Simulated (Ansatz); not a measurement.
Geometry optimisation, RKS PBE/6-31G (Ansatz 0.2.0).

input.yaml

```yaml
crystal:
  periodic: [false, false, false]
  atoms:
    - { symbol: C, position_ang: [-0.7688, -1.4029, 0.0879] }
    - { symbol: C, position_ang: [0.1424, -0.1692, 0.0496] }
    - { symbol: "N", position_ang: [1.4162, -0.5704, 0.5688] }
    - { symbol: Al, position_ang: [0.3955, 0.5437, -1.84] }
    - { symbol: Si, position_ang: [-0.5499, 1.217, 1.0907] }
    - { symbol: F, position_ang: [-0.7085, 0.7148, 2.7019] }
    - { symbol: H, position_ang: [-1.7962, -1.0607, -0.2906] }
    - { symbol: H, position_ang: [-0.8828, -1.7316, 1.1046] }
    - { symbol: H, position_ang: [-0.4301, -2.1628, -0.5241] }
    - { symbol: H, position_ang: [2.112, 0.2394, 0.5582] }
    - { symbol: H, position_ang: [1.8392, -1.3225, -0.0052] }
    - { symbol: H, position_ang: [-0.32116, -0.07631, -3.0514] }
    - { symbol: H, position_ang: [1.4347, 1.89064, -1.99346] }
    - { symbol: H, position_ang: [0.3309, 2.3915, 1.0824] }
    - { symbol: H, position_ang: [-1.8724, 1.6063, 0.598] }
basis:
  gaussian: { orbitals: "6-31G" }
hamiltonian:
  xc: pbe
relax:
  f_tol: 0.015
  max_steps: 40
```

Command:

```bash
$ ansatz run input.yaml --threads 1 --pin off --max-ram 2048MiB --backend cpu --events-out ev --progress --plain --runs-dir out
```

Task: Where does it end, and by what steps?

Result: The run converged. Limits of this set-up: no polarisation functions. After 14 steps the energy has fallen by 1.436 eV; H12 moved furthest, 0.99 Å. Joined: N3–Al4.

```
step  energy less start (eV)  largest force component (eV/Å)  accepted
   0                  0.0000                           3.352       yes
   1                 -0.5286                           0.997       yes
   2                 -0.6549                           0.726       yes
   3                 -0.7573                           0.925       yes
   4                 -0.9869                           1.430       yes
   5                 -1.2919                           0.530       yes
   6                 -1.2521                           2.208        no
   7                 -1.3768                           0.412       yes
   8                 -1.4222                           0.226       yes
   9                 -1.4307                           0.209       yes
  10                 -1.4336                           0.092       yes
  11                 -1.4348                           0.077       yes
  12                 -1.4343                           0.095        no
  13                 -1.4355                           0.018       yes
  14                 -1.4357                           0.010       yes
```

```xyz
15
Properties=species:S:1:pos:R:3
C -0.905 -1.384 0.073
C -0.101 -0.089 0.031
N 1.427 -0.359 -0.082
Al 0.660 0.527 -1.756
Si -0.594 1.292 1.195
F -0.593 0.872 2.877
H -1.981 -1.149 0.009
H -0.742 -1.954 1.010
H -0.671 -2.048 -0.782
H 2.026 0.172 0.557
H 1.671 -1.354 -0.068
H 0.526 -0.567 -2.937
H 1.228 2.031 -1.904
H 0.403 2.424 1.058
H -2.012 1.692 0.856
```

Whether the end is a true minimum wasn't checked by a vibrational analysis.

Time of the run: 85 s on 1 CPU thread of a shared host.
